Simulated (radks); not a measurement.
Task: All-electron atom: the iodine ion I2+ in [Kr] 4d10 5p5 (not the ground configuration). Calculated with a radial shooting solver on a logarithmic mesh with Libxc functionals: Dirac Kohn-Sham, LDA (Slater exchange, Perdew-Wang correlation), spin-unpolarised, spherical densities, finite nucleus; open shells fill j = l - 1/2 first; Fermi nuclear charge, rms radius 4.75 fm. Some entries of the table are withheld. Estimate them.

| orbital | occ. | eigenvalue (eV) | <r^2> (bohr^2) | <1/r> (bohr^-1) |
|---|---|---|---|---|
| 1s1/2 | 2 | -32944.91 | 0.001006 | 56.78 |
| 2s1/2 | 2 | -5109.129 | 0.01616 | 13.25 |
| 2p1/2 | 2 | -4797.729 | 0.01194 | 13.24 |
| 2p3/2 | 4 | -4499.404 | 0.01323 | 12.21 |
| 3s1/2 | 2 | -1049.284 | (1) | 4.722 |
| 3p1/2 | 2 | -920.2479 | 0.1077 | 4.637 |
| 3p3/2 | 4 | -864.1276 | 0.1158 | 4.382 |
| 3d3/2 | 4 | (2) | (3) | 4.239 |
| 3d5/2 | 6 | (4) | (5) | 4.174 |
| 4s1/2 | 2 | -203.0189 | 0.6186 | 1.906 |
| 4p1/2 | 2 | -157.9092 | 0.6794 | (6) |
| 4p3/2 | 4 | -146.8481 | 0.7303 | (7) |
| 4d3/2 | 4 | -74.1292 | 0.9683 | 1.462 |
| 4d5/2 | 6 | -72.3883 | 0.9923 | 1.441 |
| 5p1/2 | 2 | -26.8322 | (8) | 0.6151 |
| 5p3/2 | 3 | -25.4381 | (9) | 0.5899 |

Result: 
(1) 3s1/2 <r^2> (bohr^2): 0.1130
(2) 3d3/2 eigenvalue (eV): -635.8074
(3) 3d3/2 <r^2> (bohr^2): 0.09736
(4) 3d5/2 eigenvalue (eV): -623.9926
(5) 3d5/2 <r^2> (bohr^2): 0.09971
(6) 4p1/2 <1/r> (bohr^-1): 1.796
(7) 4p3/2 <1/r> (bohr^-1): 1.712
(8) 5p1/2 <r^2> (bohr^2): 5.042
(9) 5p3/2 <r^2> (bohr^2): 5.420
